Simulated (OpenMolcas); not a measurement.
W3+ (d3) among equal point charges was computed by CASSCF with the d shell active (OpenMolcas, ANO-RCC-VDZP on the metal). Its lowest spin-free states, and all those of the highest spin:

```json
{"2S+1": "4", "Degeneracy": "3", "E (cm-1)": "0.0"}
{"2S+1": "4", "Degeneracy": "3", "E (cm-1)": "3757"}
{"2S+1": "4", "Degeneracy": "1", "E (cm-1)": "7778"}
{"2S+1": "2", "Degeneracy": "2", "E (cm-1)": "8624"}
{"2S+1": "2", "Degeneracy": "3", "E (cm-1)": "11708"}
{"2S+1": "2", "Degeneracy": "3", "E (cm-1)": "12640"}
{"2S+1": "4", "Degeneracy": "3", "E (cm-1)": "12739"}
{"2S+1": "2", "Degeneracy": "1", "E (cm-1)": "13586"}
{"2S+1": "2", "Degeneracy": "3", "E (cm-1)": "15579"}
{"2S+1": "2", "Degeneracy": "3", "E (cm-1)": "17323"}
{"2S+1": "2", "Degeneracy": "2", "E (cm-1)": "17596"}
{"2S+1": "2", "Degeneracy": "3", "E (cm-1)": "18240"}
```

Is the site octahedral, tetrahedral or cube-like, axial, or of lower symmetry?

The states with 2S+1 = 4 have orbital degeneracies 3, 3, 1, 3. Threefold states need a cubic site. For d3 at this spin an octahedron puts the single A2 below the threefold T2 and a tetrahedron or cube puts the threefold T1 below the threefold T2, so the site is a tetrahedron or a cube, which this pattern cannot tell apart. The run had W3+ among 4 point charges of -2 e arranged as a tetrahedron (Td), 2.01 Å from the ion.

Spin-orbit coupling mixes the spin-free states strongly: the lowest level takes only 69 % from its leading state, 4T1. Without dynamic correlation the repulsion within the d shell is too large (B by tens of per cent), so at a given field states of lower spin stand too high. Point charges give a weaker field than real ligands, and real ions of this kind are as a rule low spin; the high spin found here belongs to the model. Point charges carry no covalency, so the field is a model and not that of real ligands. No measured value stands beside these numbers.
